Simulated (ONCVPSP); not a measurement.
## Transferability test, ONCV potential for N

- Element: N (Z = 7)
- Generator: ONCVPSP 4.0.1
- Type: optimised norm-conserving Vanderbilt (ONCV)
- Functional: PBE
- Relativity: scalar-relativistic
- Frozen core: [He]
- Valence charge: 5
- Reference configuration: 2s2 2p3
- Partial waves: 2s: rc 0.80 bohr, ncon 4, nbas 8, qcut 10.2 1/bohr, local; 2p: rc 2.55 bohr, ncon 4, nbas 8, qcut 6.6 1/bohr, 3 projectors, debl 1.8 Ha; d scattering state at 0.22 Ha: rc 2.25 bohr, ncon 5, nbas 9, qcut 4.8 1/bohr, 2 projectors, debl 2.2 Ha
- Local potential: the s channel
- Core correction: none

Energies are relative to the spin-unpolarised reference configuration 2s2 2p3; without spin polarisation the order of configurations can differ from experiment.

```
valence configuration  charge  ΔE all-electron (eV)  error AE − PS (meV)
              2s2 2p2      +1                13.591                 +129
              2s2 2p1      +2                42.445                 +931
              2s2 2p0      +3                89.527                +3265
```

**Question.** What are ΔE and the potential's error for 2s1 2p3?

**Answer.** ΔE = 25.372 eV all-electron; the error (AE − PS) is -114 meV.

Levels in the configuration 2s2 2p0:

| level | all-electron (eV) | pseudo (eV) |
| --- | --- | --- |
| 2s | -68.125 | -66.383 |
